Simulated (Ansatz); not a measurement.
Gas-phase electronic energies from Ansatz, PBE0-D4/def2-TZVP geometries. CCSD(T)/CBS adds triple-zeta CCSD(T) − MP2 to the extrapolated MP2 energy (def2 sets, frozen cores). DFT in def2-TZVPP. def2 core potentials past Kr. For Sn outer-core shells are correlated without core-valence functions, which leaves a few kJ/mol of doubt a bond. Each species was taken in one conformer, which may not be the lowest.

`C=[CH][Sn]([F])([F])[F]` + CH₃NH₂ → `C=CNC` + `[F][SnH]([F])[F]`  (substitution at a C–Sn bond)

CCSD(T)/CBS gives +8.4 kcal/mol.

(1) Another level gave +5.0 kcal/mol. Which?
A. LDA (SPW92)/def2-TZVPP
B. PBE/def2-TZVPP
C. SCS-MP2/def2-TZVPP
D. ωB97X-V/def2-TZVPP

Largest T1 diagnostic among the species: 0.015.

Results:

(1) D. ωB97X-V 5.0, PBE 3.2, LDA (SPW92) -1.2, SCS-MP2/def2-TZVPP 7.7 kcal/mol.

Leaving LDA and LC-ωPBE aside and taking each functional with its dispersion term where it has one, the values, not all of them listed here, spread over 2.8 kcal/mol, from B97M-V to B2PLYP. LDA lies −4.4 kcal/mol from PBE without D4. At CCSD(T), def2-SVP lies −4.7 kcal/mol from the extrapolated value and def2-TZVPP −0.7 kcal/mol. In def2-TZVPP, CCSD(T) changes the Hartree–Fock value by +2.1 kcal/mol (the triples alone add +0.1 kcal/mol) and MP2 by +2.1 kcal/mol.
